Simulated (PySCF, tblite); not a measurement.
Isomers of CH9FNSi4 (doublet state), one GFN2-xTB conformer each. Single-point energies are computed at B3LYP/pcH-1 (PySCF, gas phase, no added dispersion term), electronic only. GFN2-xTB treats the open shell by occupation alone, and not every SCF solution was tested for stability.

Problem. Rank them by B3LYP/pcH-1 energy, lowest first (kcal/mol).
A. `[F:1][SiH2:2][Si@H:3]1[CH2:4][SiH2:5][N:6]1[SiH2:7]` (doublet state) with F1–Si2–Si3–C4 106°, Si5–N6–Si7–H 33° and 156°
B. `[F:1][SiH:2][Si@@H:3]1[CH2:4][SiH2:5][N:6]1[SiH3:7]` (doublet state) with F1–Si2–Si3–C4 -112°

Solution. A (0.0), B (2.3).

Neighbours under 5.0 kcal/mol apart (F[SiH2][Si@H]1C[SiH2]N1[SiH2] and F[SiH][Si@@H]1C[SiH2]N1[SiH3]) can change places with a better method, another conformer or zero-point energy. GFN2-xTB itself gives, in the same order: 8.9, 0.0. GFN2-xTB puts F[SiH][Si@@H]1C[SiH2]N1[SiH3] lowest instead.

Problem. What happens when harmonic zero-point energies from GFN2-xTB frequencies are added?

Solution. 
| SMILES | ZPE (kcal/mol) | electronic (kcal/mol) | with ZPE (kcal/mol) |
| --- | --- | --- | --- |
| F[SiH2][Si@H]1C[SiH2]N1[SiH2] | 57.3 | 0.0 | 0.0 |
| F[SiH][Si@@H]1C[SiH2]N1[SiH3] | 57.3 | 2.3 | 2.3 |

The zero-point energies span 0.0 kcal/mol. The order is unchanged.
